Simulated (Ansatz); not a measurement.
Calculated with Ansatz (gas phase, PBE0-D4/def2-TZVP geometries, no zero-point term in ΔE). CCSD(T)/CBS adds triple-zeta CCSD(T) − MP2 to the extrapolated MP2 energy (def2 sets, frozen cores). This one scheme is used for every species. Functionals use def2-TZVPP. B3LYP here is the variant with VWN-RPA as its local correlation; programs differ in this. For Ge outer-core shells are correlated without core-valence functions, which leaves a few kJ/mol of doubt a bond. Scalar relativity is left out up to krypton. One conformer a species, not always the lowest.

`[SiH3][SiH2][NH][GeH3]` + `NBO` → `NBO[SiH3]` + `[SiH3][NH][GeH3]`  (cleavage of the Si–Si bond)

Q: Is it downhill or uphill in electronic energy at CCSD(T)/CBS, and by how much? (Best estimate.)

A: Computed: Downhill: ΔE = -90.7 kJ/mol.

Q: What do these levels give: B2PLYP, revPBE, B3LYP, CAM-B3LYP, SCS-MP2/def2-TZVPP, CCSD/CBS(def2)? (Best estimate.)

A: The calculation gave: B2PLYP -96.2, revPBE -64.6, B3LYP -92.4, CAM-B3LYP -98.6, SCS-MP2/def2-TZVPP -103.4, CCSD/CBS(def2) -94.3 kJ/mol.

Largest T1 diagnostic among the species: 0.012.

The D4 term adds +3.0 kJ/mol with B3LYP and +1.8 kJ/mol with PBE0; it sums over pairs of atoms, weighted by their polarisabilities, and B3LYP, whose exchange is more repulsive, gets the larger term. Leaving LDA and LC-ωPBE aside and taking each functional with its dispersion term where it has one, the values, not all of them listed here, spread over 36.5 kJ/mol, from BHLYP-D4 to PBE-D4.
